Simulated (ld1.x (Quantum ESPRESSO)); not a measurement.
# Debugging a pseudopotential input (dysprosium (Dy), ld1.x (Quantum ESPRESSO) 7.5)

Command:

```bash
ld1.x < Dy.in > Dy.out
```

Input:

```
&input
   title='Dy', zed=66., rel=1, dft='PBE', iswitch=3, beta=0.95,
   config='[Xe] 4f10 5d0 6s0.5 6p0',
   nld=4, rlderiv=2.30, eminld=-6.0, emaxld=5.0, deld=0.02
 /
 &inputp
   pseudotype=3, lpaw=.true., tm=.true., lloc=-1, rcloc=1.70,
   nlcc=.true., new_core_ps=.true., rcore=1.20,
   which_augfun='BESSEL', rmatch_augfun=1.05,
   file_pseudopw='Dy.UPF', file_wfcaegen='ae.wfc', file_wfcncgen='nc.wfc', file_beta='beta', file_chi='chi', file_wfcusgen='us.wfc'
 /
8
5S  1  0   2.00   0.00  1.95  2.10  0.0
6S  2  0   0.50   0.00  1.95  2.10  0.0
5P  2  1   6.00   0.00  2.00  2.05  0.0
6P  3  1   0.00   0.00  2.00  2.05  0.0
5D  3  2   0.00   0.00  1.70  2.05  0.0
5D  3  2   0.00   2.05  1.70  2.05  0.0
4F  4  3  10.00   0.00  1.30  1.45  0.0
4F  4  3   0.00   1.50  1.30  1.45  0.0
 &test
   configts(1)='4f10 5s2 5p6 5d0 6s0.5 6p0'
 /
```

This is an input that runs to its end, with one change: mixing beta=0.95.

Problem. How does the run end?

Solution. The program runs through. The occupied levels of the test differ from the all-electron ones by at most 0.00001 Ry (unchanged input: 0.00001 Ry).

```
     Computing logarithmic derivative in   2.29129
     Computing the partial wave expansion
     R is outside the sphere for l=    0 j= 0.00
     R is outside the sphere for l=    0 j= 0.00
     R is outside the sphere for l=    1 j= 0.00
     R is outside the sphere for l=    1 j= 0.00
     R is outside the sphere for l=    2 j= 0.00
     R is outside the sphere for l=    2 j= 0.00
     R is outside the sphere for l=    3 j= 0.00
     R is outside the sphere for l=    3 j= 0.00

     ---------------------- Testing the pseudopotential ----------------------

     Dy
     scalar relativistic calculation

     atomic number is 66.00   valence charge is 20.00
     dft = SLA  PW   PBX  PBC   lsd =0 sic =0 latt =0  beta=0.95 tr2=1.0E-14
     mesh =1265 r(mesh) = 100.51885 xmin = -7.00 dx = 0.01250

     n l     nl             e AE (Ry)        e PS (Ry)    De AE-PS (Ry)
     4 3     4F   1(10.00)       -0.96895       -0.96894       -0.00001
     1 0     5S   1( 2.00)       -4.34372       -4.34372        0.00001
     2 1     5P   1( 6.00)       -2.60852       -2.60853        0.00000
     3 2     5D   1( 0.00)       -0.74309       -0.74309        0.00000
     2 0     6S   1( 0.50)       -0.85613       -0.85613        0.00000
     3 1     6P   1( 0.00)       -0.57464       -0.57464        0.00000

     eps = 1.2E-16  iter =  8

     Etot =  -24313.684264 Ry,  -12156.842132 Ha, -330804.526782 eV
     Etotps =  -776.307413 Ry,    -388.153707 Ha,  -10562.200435 eV

     Ekin =     561.399825 Ry,     280.699913 Ha,    7638.233740 eV
     Encl =   -1081.426612 Ry,    -540.713306 Ha,  -14713.558622 eV
     Ehrt =     269.285942 Ry,     134.642971 Ha,    3663.821892 eV
     Ecxc =    -525.566568 Ry,    -262.783284 Ha,   -7150.697445 eV
     (Ecc =     -17.771519 Ry,      -8.885760 Ha,    -241.793836 eV)

     ---------------------- End of pseudopotential test ----------------------
```
